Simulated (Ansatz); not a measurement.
Gas-phase electronic energies from Ansatz, PBE0-D4/def2-TZVP geometries. CCSD(T)/CBS adds triple-zeta CCSD(T) − MP2 to the extrapolated MP2 energy (def2 sets, frozen cores). Functionals use def2-TZVPP. Each species was taken in one conformer, which may not be the lowest.

`BC(B)[SiH3]` + `C=CN([SiH3])[SiH2]Cl` → `BN([SiH3])C=C` + `BC([SiH3])[SiH2]Cl`  (redistribution)

| level | ΔE (eV) |
| --- | --- |
| B2PLYP | -0.74 |
| CCSD(T)/def2-TZVPP | -0.73 |

(1) What does CCSD(T)/CBS give? (Best estimate.)

Largest T1 diagnostic among the species: 0.013.

## Answers

(1) The calculation gave: -0.71 eV. The listed levels differ from it by -0.03, -0.02 eV.

The D4 term adds +0.03 eV with B3LYP and +0.02 eV with PBE0; it sums over pairs of atoms, weighted by their polarisabilities, and B3LYP, whose exchange is more repulsive, gets the larger term. In def2-TZVPP, CCSD(T) changes the Hartree–Fock value by +0.04 eV (the triples alone add +0.00 eV) and MP2 by +0.07 eV.

B3LYP here is the variant with VWN-RPA as its local correlation; programs differ in this.
